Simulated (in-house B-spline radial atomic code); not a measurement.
A run on Ru IV (Ru3+) that did not converge. Method: scalar-relativistic (X2C) wB97X, spin-polarised, spherical fractional occupations, Fermi nucleus of rms radius 4.4809 fm; computed with an all-electron radial atomic-structure program (B-spline basis).

Command:
```bash
python run_scf.py task.json out
```
Settings (nuclear radius in fm, mass in u):
```
Z                44
configuration    [Ar] 3d10 4s2 4p5.625 4d5 4f0.375
hamiltonian      x2c
method           wb97x
spin_polarised   True
nucleus          fermi
rms_radius       4.4809
atomic_mass      101.90434
speed_of_light   137.035999084
```

First and last ten iterations of the last attempt (damped for 15 steps, keeping 80 % of the old Fock matrix, then DIIS):
```
 iter        energy (Eh)    residual
    1       -4518.852424    5.11e-01
    2       -4524.509769    3.15e-01
    3       -4526.037095    2.13e-01
    4       -4526.806830    1.50e-01
    5       -4527.187214    1.05e-01
    6       -4527.369959    7.32e-02
    7       -4527.455490    5.12e-02
    8       -4527.495146    3.59e-02
    9       -4527.513647    2.53e-02
   10       -4527.522403    1.79e-02
  111       -4527.530923    1.16e-06
  112       -4527.530923    1.09e-06
  113       -4527.530923    1.11e-06
  114       -4527.530923    1.12e-06
  115       -4527.530923    1.05e-06
  116       -4527.530923    9.83e-07
  117       -4527.530923    1.26e-06
  118       -4527.530923    5.37e-06
  119       -4527.530923    1.57e-06
  120       -4527.530923    1.96e-06
 not converged after 120 iterations
```

The smallest residual met was 9.2e-07; the threshold is about 4e-07. Over the last five steps the energy moves by less than 1e-08 hartree, but the orbitals didn't meet the threshold. Run time, properties included: 31 s on 1 thread of Arm Neoverse N1, with other jobs on the host.
